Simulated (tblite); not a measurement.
Compound: C5H5PS.
Numbering: `[CH2:1]=[CH:2][c:3]1[cH:4][p:5][cH:6][s:7]1` (hydrogens: H8, H9 on C1; H10 on C2; H11 on C4; H12 on C6)

The geometry is computed with GFN2-xTB (gas phase).

Q: Give the optimised bond lengths and angles.

A: 
```tsv
bond	length (Å)
C1=C2	1.329
C2–C3	1.443
C3–C4	1.366
C4–P5	1.759
P5–C6	1.706
C6–S7	1.711
C3–S7	1.735
C1–H8	1.078
C1–H9	1.076
C2–H10	1.082
C4–H11	1.079
C6–H12	1.076
```

A selection of angles:
```tsv
angle	degrees
C2–C1–H8	121.7
C2–C1–H9	121.5
H8–C1–H9	116.8
C1–C2–C3	125.1
C1–C2–H10	120.2
C3–C2–H10	114.6
C2–C3–C4	124.7
C2–C3–S7	120.4
C4–C3–S7	114.9
C3–C4–P5	118.7
C3–C4–H11	120.6
P5–C4–H11	120.7
C4–P5–C6	92.5
P5–C6–S7	118.8
P5–C6–H12	124.9
S7–C6–H12	116.3
C3–S7–C6	95.1
```

Torsions: C1–C2–C3–C4 180° (antiperiplanar).

The 5-membered ring C3–C4–P5–C6–S7 has internal angles of 92.5° to 118.8° (sum 540°, against 540° for a flat polygon); it is planar, 0.00 Å rms from its mean plane, widest ring torsion 0°. Of the pairs four or more bonds apart, S7···H8 is among the closest relative to their van der Waals radii: 2.72 Å, 91 % of the sum of Bondi's values. The C–C distances run from 1.329 Å (C1=C2, drawn double) to 1.443 Å (C2–C3, drawn single), a spread of 0.114 Å. P5 (phosphorus bonded to 2 C) is bent (angle 92.5°). The 7 heavy atoms lie in one plane (0.001 Å rms). The C–S distances run from 1.711 Å (C6–S7, aromatic) to 1.735 Å (C3–S7, aromatic), a spread of 0.024 Å. The C–P distances run from 1.706 Å (P5–C6, aromatic) to 1.759 Å (C4–P5, aromatic), a spread of 0.053 Å.

Point group: Cs (tolerance 0.08 Å). Its GFN2-xTB frequencies are all real (lowest 78 cm⁻¹). One conformer, not necessarily the lowest. 2 starts were optimised and ended at 0.00 and 0.77 kcal/mol (GFN2-xTB); the lowest of these is shown.

On one thread, Intel Xeon Platinum 8488C (x86_64), shared host with 192 logical CPUs at a one-minute load of 78, this took 0.2 s of wall time. This is the geometry optimisation.
